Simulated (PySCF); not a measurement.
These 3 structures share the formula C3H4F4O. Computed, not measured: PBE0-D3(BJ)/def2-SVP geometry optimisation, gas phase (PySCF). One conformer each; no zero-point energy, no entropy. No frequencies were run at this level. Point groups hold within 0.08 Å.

Question: Order them by energy at this level, lowest first, and give relative energies in kcal/mol.
A. `[CH3:1][O:2][C@@H:3]([F:4])[C:5]([F:6])([F:7])[F:8]` with C1–O2–C3–F4 72°
B. `[CH3:1][O:2][C:3]([F:4])([F:5])[CH:6]([F:7])[F:8]` with C1–O2–C3–F4 56°, O2–C3–C6–F7 -63°
C. `[OH:1][CH2:2][C@@H:3]([F:4])[C:5]([F:6])([F:7])[F:8]` with H–O1–C2–C3 52°, O1–C2–C3–F4 -61°

Answer: C (0.0), A (2.6), B (3.1).

As drawn, the lowest has an O–H bond, which the highest lacks. Neighbours under 2.5 kcal/mol apart (CO[C@@H](F)C(F)(F)F and COC(F)(F)C(F)F) can change places with a better method, another conformer or zero-point energy.

| SMILES | E (Eh) | E rel (kcal/mol) | dipole (D) | point group | A, B, C (MHz) |
| --- | --- | --- | --- | --- | --- |
| OC[C@@H](F)C(F)(F)F | -590.28899 | 0.0 | 2.21 | C1 | 2922, 1735, 1489 |
| CO[C@@H](F)C(F)(F)F | -590.28486 | 2.6 | 2.99 | C1 | 3316, 1543, 1326 |
| COC(F)(F)C(F)F | -590.28407 | 3.1 | 2.61 | C1 | 3362, 1622, 1387 |

Question: How do the relative energies change in single points at PBE0/pcSseg-1 (no added dispersion term) on the same geometries?

Answer: 
```csv
SMILES,PBE0-D3(BJ)/def2-SVP (kcal/mol),PBE0/pcSseg-1 (kcal/mol),shift
OC[C@@H](F)C(F)(F)F,0.0,0.0,0.0
CO[C@@H](F)C(F)(F)F,2.6,2.2,-0.4
COC(F)(F)C(F)F,3.1,2.5,-0.6
```

Each column counts from its own lowest isomer. The order is unchanged; the largest shift is 0.6 kcal/mol.

Question: As an exercise, what shares would exp(−E/RT) give at 298.15 K from these electronic energies alone (no entropy, no degeneracies)?

Answer: RT = 0.592 kcal/mol: OC[C@@H](F)C(F)(F)F 98.2 %, CO[C@@H](F)C(F)(F)F 1.2 %, COC(F)(F)C(F)F 0.5 %.
